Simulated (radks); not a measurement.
Results of a calculation; reference values are marked as such.
All-electron atom: Se IV in [Ar] 3d10 4s2 4p1.

Level of theory: Dirac Kohn-Sham, PBE, spin-unpolarised, spherical densities, finite nucleus; open shells are shared between the two j in proportion to 2j + 1; Fermi nuclear charge, rms radius 4.14 fm (a radial shooting solver on a logarithmic mesh with Libxc functionals).

Energy parts (eV):
part                       energy
total                  -66064.133
kinetic                 67650.108
electron-nucleus      -158397.364
Hartree                 27047.567
exchange-correlation    -2364.444

Orbitals (lengths in bohr, moments of r in powers of bohr; <r^-3> diverges for s and p1/2; r(90%) holds 90 % of the orbital's charge):
1s1/2: occ. 2; eigenvalue (eV) -12538.06; <r^4> 0.00001763; r(90%) 0.0788
2s1/2: occ. 2; eigenvalue (eV) -1643.197; <r^4> 0.003543; r(90%) 0.303
2p1/2: occ. 2; eigenvalue (eV) -1477.945; <r^4> 0.002454; r(90%) 0.276
2p3/2: occ. 4; eigenvalue (eV) -1436.175; <r^-3> 1178; <r^4> 0.002642; r(90%) 0.281
3s1/2: occ. 2; eigenvalue (eV) -249.8685; <r^4> 0.2291; r(90%) 0.855
3p1/2: occ. 2; eigenvalue (eV) -193.3257; <r^4> 0.2691; r(90%) 0.891
3p3/2: occ. 4; eigenvalue (eV) -187.4444; <r^-3> 167.3; <r^4> 0.2887; r(90%) 0.906
3d3/2: occ. 4; eigenvalue (eV) -89.9593; <r^-3> 20.52; <r^4> 0.5177; r(90%) 1.03
3d5/2: occ. 6; eigenvalue (eV) -89.0587; <r^-3> 19.88; <r^4> 0.5315; r(90%) 1.04
4s1/2: occ. 2; eigenvalue (eV) -49.3139; <r^4> 14.02; r(90%) 2.40
4p1/2: occ. 0.333333; eigenvalue (eV) -36.8104; <r^4> 24.40; r(90%) 2.76
4p3/2: occ. 0.666667; eigenvalue (eV) -36.2184; <r^-3> 16.99; <r^4> 25.72; r(90%) 2.79

The highest occupied level is 4p3/2 at -36.218 eV. The density falls to 0.001 e/bohr^3 at r = 3.28 bohr. For comparison, the ionisation energy in NIST's Atomic Spectra Database is 42.947 eV (measured). In exact Kohn-Sham theory the highest level is minus the ionisation energy, but local and semilocal functionals leave it too shallow, through self-interaction and a potential that decays too fast; potentials with the right tail come closer. Summed over all electrons, <r^2> = 18.52 bohr^2, which gives a Langevin (diamagnetic) susceptibility term of -14.7 x 10^-6 cm^3/mol.

Beside tabulated values, note that spin-unpolarised runs miss the spin-polarisation part of the exchange energy of open shells.
